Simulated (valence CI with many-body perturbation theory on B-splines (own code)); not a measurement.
Energy levels of Pb⁶⁸⁺

Method: configuration interaction combined with many-body perturbation theory (CI+MBPT): four valence electrons over a frozen Dirac-Fock core [Ne], a basis of 9 s, 9 p, 8 d, 6 f, 3 g, 1 h functions for each j, with the one-electron correlation potential Σ1 (screened to all orders), the two-electron term Σ2, the three-electron term Σ3, Breit, model QED; selected single and double excitations, second order for the rest, scaled by the run's own slope (own B-spline code, finite nucleus).

No measured spectrum was set against this ion. As an estimate, large intervals hold to a few tenths of a per cent, small ones and those within an open d or f shell to about a per cent.

Levels 1 to 42 of 42, with energies above the lowest level, (3s^2 3p1/2^2) J=0. "Leading %" is the weight of the configuration and term that name the level; weights of strongly mixed levels are sums over their largest components and can fall short, so below about 35 % the name and the second component can differ from the true leading terms, or belong to a minority configuration. In the jj column 3d3/2^4 stands for four electrons in 3d with j = 3/2. Lifetimes count E1, E2, E3, M1 and M2 decay at the calculated energies, and are blank where another channel may lead or the interval is too uncertain; long ones can be off by a factor of two.

| No. | Configuration | Term | J | E (Ry) | Leading % | Leading jj | Lifetime |
| --- | --- | --- | --- | --- | --- | --- | --- |
| 1 | 3s²3p² | ³P | 0 | 0.00 | 68 | 3s^2 3p1/2^2 (100 %) |  |
| 2 | 3s²3p² | ³P | 1 | 42.40 | 100 | 3s^2 3p1/2 3p3/2 (100 %) | 845 ps |
| 3 | 3s²3p² | ¹D | 2 | 43.16 | 65 | 3s^2 3p1/2 3p3/2 (100 %) | 30.4 ns |
| 4 | 3s3p³ | ³P° | 2 | 57.12 | 47 | 3s 3p1/2^2 3p3/2 (97 %) | 26.3 ps |
| 5 | 3s3p³ | ³D° | 1 | 59.32 | 26 | 3s 3p1/2^2 3p3/2 (79 %) | 601 fs |
| 6 | 3s²3p3d | ³F° | 2 | 60.82 | 74 | 3s^2 3p1/2 3d3/2 (99 %) | 70.9 ps |
| 7 | 3s²3p3d | ³D° | 1 | 64.68 | 41 | 3s^2 3p1/2 3d3/2 (79 %) | 88.5 fs |
| 8 | 3s²3p3d | ³P° | 2 | 72.11 | 46 | 3s^2 3p1/2 3d5/2 (98 %) | 1.81 ps |
| 9 | 3s²3p3d | ³F° | 3 | 72.25 | 49 | 3s^2 3p1/2 3d5/2 (99 %) | 2.59 ps |
| 10 | 3s3p²3d | ³D | 1 | 75.92 | 46 | 3s 3p1/2^2 3d3/2 (99 %) | 13.2 ps |
| 11 | 3s3p²3d | ³D | 2 | 76.55 | 30 | 3s 3p1/2^2 3d3/2 (99 %) | 13.6 ps |
| 12 | 3s²3p² | ³P | 2 | 86.17 | 65 | 3s^2 3p3/2^2 (99 %) | 195 ps |
| 13 | 3s3p²3d | ³D | 3 | 86.81 | 37 | 3s 3p1/2^2 3d5/2 (99 %) | 2.35 ps |
| 14 | 3s²3p² | ¹S | 0 | 87.87 | 67 | 3s^2 3p3/2^2 (98 %) | 229 ps |
| 15 | 3s3p²3d | ³F | 2 | 87.98 | 26 | 3s 3p1/2^2 3d5/2 (98 %) | 2.16 ps |
| 16 | 3s3p³ | ³D° | 2 | 98.66 | 49 | 3s 3p1/2 3p3/2^2 (96 %) | 802 fs |
| 17 | 3s3p³ | ³D° | 3 | 100.27 | 95 | 3s 3p1/2 3p3/2^2 (95 %) | 1.14 ps |
| 18 | 3s3p³ | ³P° | 0 | 101.15 | 84 | 3s 3p1/2 3p3/2^2 (84 %) | 646 fs |
| 19 | 3s3p³ | ¹D° | 2 | 102.34 | 53 | 3s 3p1/2 3p3/2^2 (68 %) | 319 fs |
| 20 | 3s3p³ | ³P° | 1 | 102.44 | 30 | 3s 3p1/2 3p3/2^2 (79 %) | 386 fs |
| 21 | 3s3p³ | ³S° | 1 | 103.44 | 30 | 3s 3p1/2 3p3/2^2 (98 %) | 127 fs |
| 22 | 3s²3p3d | ³F° | 3 | 106.34 | 47 | 3s^2 3p3/2 3d3/2 (95 %) | 194 fs |
| 23 | 3s²3p3d | ³P° | 1 | 106.90 | 44 | 3s^2 3p3/2 3d3/2 (80 %) | 104 fs |
| 24 | 3s²3p3d | ³D° | 2 | 106.91 | 37 | 3s^2 3p3/2 3d3/2 (66 %) | 82.4 fs |
| 25 | 3s²3p3d | ³P° | 0 | 106.98 | 84 | 3s^2 3p3/2 3d3/2 (84 %) | 127 fs |
| 26 | 3s²3p3d | ³F° | 4 | 113.95 | 99 | 3s^2 3p3/2 3d5/2 (99 %) | 461 ps |
| 27 | 3s²3p3d | ³P° | 2 | 114.82 | 43 | 3s^2 3p3/2 3d5/2 (98 %) | 2.85 ps |
| 28 | 3s3p²3d | ⁵F | 2 | 115.92 | 29 | 3s 3p1/2 3p3/2 3d3/2 (76 %) | 1.73 ps |
| 29 | 3s3p²3d | ⁵D | 0 | 116.42 | 76 | 3s 3p1/2 3p3/2 3d3/2 (95 %) | 8.15 ps |
| 30 | 3s²3p3d | ³D° | 3 | 116.59 | 64 | 3s^2 3p3/2 3d5/2 (96 %) | 1.03 ps |
| 31 | 3s3p²3d | ⁵D | 1 | 116.63 | 50 | 3s 3p1/2 3p3/2 3d3/2 (100 %) | 6.31 ps |
| 32 | 3s3p²3d | ⁵F | 3 | 117.11 | 42 | 3s 3p1/2 3p3/2 3d3/2 (98 %) | 5.78 ps |
| 33 | 3s²3p3d | ¹P° | 1 | 117.49 | 62 | 3s^2 3p3/2 3d5/2 (97 %) | 1.42 ps |
| 34 | 3p⁴ | ³P | 2 | 117.78 | 34 | 3p1/2^2 3p3/2^2 (51 %) | 366 fs |
| 35 | 3s3p²3d | ³G | 4 | 118.57 | 32 | 3s 3p1/2 3p3/2 3d3/2 (97 %) | 21.4 ps |
| 36 | 3p⁴ | ¹S | 0 | 118.95 | 44 | 3p1/2^2 3p3/2^2 (69 %) | 303 fs |
| 37 | 3s3p²3d | ³F | 2 | 119.71 | 55 | 3s 3p1/2 3p3/2 3d3/2 (87 %) | 324 fs |
| 38 | 3s3p²3d | ³D | 3 | 120.33 | 33 | 3s 3p1/2 3p3/2 3d3/2 (97 %) | 181 fs |
| 39 | 3s3p²3d | ³P | 1 | 120.70 | 30 | 3s 3p1/2 3p3/2 3d3/2 (98 %) | 168 fs |
| 40 | 3s3p²3d | ³D | 2 | 120.99 | 24 | 3s 3p1/2 3p3/2 3d3/2 (84 %) | 115 fs |
| 41 | 3s3p²3d | ³G | 3 | 121.04 | 42 | 3s 3p1/2 3p3/2 3d3/2 (99 %) | 166 fs |
| 42 | 3s3p²3d | ³D | 1 | 121.15 | 47 | 3s 3p1/2 3p3/2 3d3/2 (98 %) | 142 fs |

The ionisation energy to 3s²3p ²P°1/2 of the next ion comes out as 8520.3 eV (NIST: 8520 ± 50 eV (theoretical)). All 42 levels together are meant to be complete up to 121.30 Ry.
